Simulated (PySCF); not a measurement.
Gas-phase reaction: 3 GeH₃ + 3 Si₂H₅ → 3 H₃SiGeH₃ + c-Si₃H₆

Computed with PySCF and rigid-rotor harmonic-oscillator thermochemistry at 1 bar. † marks an energy on the PBE0/def2-TZVP geometry and frequencies; other levels use their own. CCSD(T) freezes the core. 6-31G* has spherical d functions here. Open shells (unrestricted): GeH₃ (multiplicity 2), Si₂H₅ (multiplicity 2); the rest are closed-shell singlets. Ge: all electrons, no relativistic terms. GeH₃, Si₂H₅, c-Si₃H₆: computed as isolated molecules; such fragments, hydroxides, amides, oligomers or adducts are transient or little studied in the gas. CCSD(T) isn't extrapolated to the basis-set limit; its ΔH°(298 K) is -692.3 kJ in def2-SVP and -741.7 kJ in def2-TZVPP. The harmonic model lacks anharmonicity and excited electronic states, which grow with temperature; levels with a mode under 35 cm⁻¹ are left out. Internal rotation in Si₂H₅, H₃SiGeH₃ is treated as a harmonic vibration of one conformer, which makes the entropy rough.

```csv
level,"ΔE electronic, kJ","ΔH°(298 K), kJ","ΔS°(298 K), J/K","ΔG°(600 K), kJ"
CCSD(T)/def2-SVP†,-717,-692,-380,-466
HF/6-31G*,-510,-484,-388,-252
M06-2X/def2-TZVP†,-704,-679,-380,-453
PBE/def2-TZVP†,-748,-723,-380,-497
PBE0/def2-QZVP†,-741,-716,-380,-490
PBE0/def2-SVP†,-749,-724,-380,-498
PBE0/def2-TZVP,-746,-721,-380,-495
ωB97X-V/def2-TZVP†,-801,-776,-380,-550
```
ΔH° is lowest at ωB97X-V/def2-TZVP† and highest at HF/6-31G*. No reference value is set beside these.
